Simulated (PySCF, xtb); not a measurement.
Ga2H4, SMILES [GaH2][GaH2].

Harmonic wavenumbers (cm⁻¹) from GFN2-xTB run with xtb 6.7.1 at its own minimum, in rising order: 154, 197, 269, 269, 340, 341, 662, 731, 1247, 1304, 1380, 1382.

### Question
What does PySCF with PBE-D3(BJ)/def2-TZVP give at its own minimum? (Estimate from the structure and the level; the computed values follow.)

### Answer
215, 228, 273, 273, 534, 534, 683, 762, 1848, 1865, 1868, 1868. Paired by order, the mean absolute difference is 223 cm⁻¹ and the zero-point energies are 11.8 and 15.7 kcal/mol.
